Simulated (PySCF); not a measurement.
Si(H)(F)(Cl)(OH) (ClFH2OSi), SMILES O[SiH](F)Cl. The structure is a stationary point at PBE-D3(BJ)/def2-SVP. One conformer was computed; it need not be the lowest.

The numbers are results of PySCF with PBE-D3(BJ)/def2-SVP, not measurements.

Harmonic wavenumbers (cm⁻¹): 181, 242, 302, 336, 539, 742, 801, 833, 874, 956, 2283, 3764. Rotational constants (GHz): 6.514, 3.369, 2.467; symmetry number 1.

Question: Work out the zero-point energy and the ideal-gas rigid-rotor harmonic-oscillator thermochemistry at 298.15 K and 1 atm.

Answer: ZPE = ½ Σ hcν = ½ × 11854 cm⁻¹ = 16.95 kcal/mol. H − E(el) = 20.84 kcal/mol. Entropy in cal/(mol K): translation 39.73, rotation 26.19, vibration 8.22, total 74.14. G − E(el) = -1.27 kcal/mol. Cp = 18.99 cal/(mol K).
